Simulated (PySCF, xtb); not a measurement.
PbI, SMILES [Pb][I] (connectivity only; charge and spin as stated), neutral, multiplicity 2.

Harmonic wavenumbers (cm⁻¹) from GFN2-xTB in xtb at its own minimum, in rising order: 181.

Question: What does B3LYP-D3(BJ)/def2-TZVP in PySCF give at its own minimum? (The exact figures need the calculation; the answer reports its results.)

Answer: 159. Paired by order, the mean absolute difference is 21 cm⁻¹ and the zero-point energies are 0.3 and 0.2 kcal/mol.
